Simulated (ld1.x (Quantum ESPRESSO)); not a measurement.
# What the settings do to the PAW potential of fluorine

Base potential:

fluorine, PAW, made with ld1.x (Quantum ESPRESSO) 7.5 (LDA (PZ), scalar-relativistic). Core [He], reference 2s1.5 2p5.5. Waves: 2s (bound): rcut 0.70, rcutus 0.95 bohr; 2s channel at -1.75 Ry: rcut 0.70, rcutus 0.95 bohr; 2p (bound): rcut 0.90, rcutus 1.15 bohr; 2p channel at -0.55 Ry: rcut 0.90, rcutus 1.15 bohr; 3d channel at 0.05 Ry: rcut 0.75, rcutus 1.05 bohr; 3d channel at 1.95 Ry: rcut 0.75, rcutus 1.05 bohr. Local part: all-electron potential smoothed inside 0.90 bohr (lloc = -2). Core correction: a·sin(br)/r model core inside 0.70 bohr. Augmentation charge: BESSEL, radius 0.60 bohr.

All-electron outer shells of the reference configuration (LDA (PZ), scalar-relativistic, ld1.x):

```json
{"shell": "1s", "level (eV)": "-659.23", "outermost node (bohr)": "–", "outermost maximum (bohr)": "0.12"}
{"shell": "2s", "level (eV)": "-29.89", "outermost node (bohr)": "0.24", "outermost maximum (bohr)": "0.77"}
{"shell": "2p", "level (eV)": "-11.50", "outermost node (bohr)": "–", "outermost maximum (bohr)": "0.71"}
```

Cutoffs, loose and tight: the cutoffs (Ry, on a coarse ladder) from which the occupation-weighted sum of valence levels, in a spherical-Bessel basis at the reference potential, stays within 10 and 1 mRy of its value at 400 Ry. They do not see the model core or the augmentation charge, which bear on the density cutoff. Test errors are all-electron minus pseudo excitation energies from the reference, over the configurations 2s2 2p5; 2s2 2p4; 2s2 2p3; 2s2 2p5.3; 2s1 2p5; 2s1 2p6; 2s2 2p4.5 (two spin-polarised tests are not counted in the largest error). A dash means not determined; rows that change the core or the reference have their own tests.

| change | outcome | cutoff, loose | cutoff, tight | bound ghosts | largest test error (meV) |
| --- | --- | --- | --- | --- | --- |
| base | generated | 55 Ry | 100 Ry | none | -2.0 |
| waves 2s (bound): rcut 0.60, rcutus 0.64 bohr; 2s channel at -1.75 Ry: rcut 0.60, rcutus 0.64 bohr | generated | 80 Ry | 120 Ry | none | -5.6 |
| waves 2s (bound): rcut 0.70, rcutus 0.84 bohr; 2s channel at -1.75 Ry: rcut 0.70, rcutus 0.84 bohr | generated | 55 Ry | 100 Ry | none | -3.5 |
| waves 2s (bound): rcut 0.70, rcutus 0.94 bohr; 2s channel at -1.75 Ry: rcut 0.70, rcutus 0.94 bohr | generated | 55 Ry | 100 Ry | none | -2.4 |
| waves 2s (bound): rcut 0.70, rcutus 1.06 bohr; 2s channel at -1.75 Ry: rcut 0.70, rcutus 1.06 bohr | generated | 55 Ry | 100 Ry | none | -1.9 |
| waves 2s (bound): rcut 0.70, rcutus 1.18 bohr; 2s channel at -1.75 Ry: rcut 0.70, rcutus 1.18 bohr | generated | 55 Ry | 100 Ry | none | +6.4 |
| waves 2s (bound): rcut 0.70, rcutus 1.28 bohr; 2s channel at -1.75 Ry: rcut 0.70, rcutus 1.28 bohr | generated | 55 Ry | 100 Ry | none | +11 |

What comes out with this change to the base: waves 2s (bound): rcut 0.68, rcutus 0.72 bohr; 2s channel at -1.75 Ry: rcut 0.68, rcutus 0.72 bohr?

outcome: generated; cutoff, loose: 60 Ry; cutoff, tight: 110 Ry; bound ghosts: none; largest test error (meV): +61.

What comes out with this change to the base: waves 2s (bound): rcut 0.70, rcutus 1.40 bohr; 2s channel at -1.75 Ry: rcut 0.70, rcutus 1.40 bohr?

outcome: generated; cutoff, loose: 55 Ry; cutoff, tight: 100 Ry; bound ghosts: none; largest test error (meV): +17.

Reading the sweep of the s radius (base included, trends over the rows without a ghost): The loose cutoff falls from 80 Ry at 0.64 to 55 Ry at 1.4 bohr. A larger radius leaves more room for a smooth pseudo-wave, so fewer plane waves are needed; a smaller one forces it to follow the all-electron wave where it bends sharply. The median size of the test errors (rows with all tests solved) is not monotonic: lowest 0.1 meV at 0.94 bohr, highest 3.4 meV at 0.72 bohr.
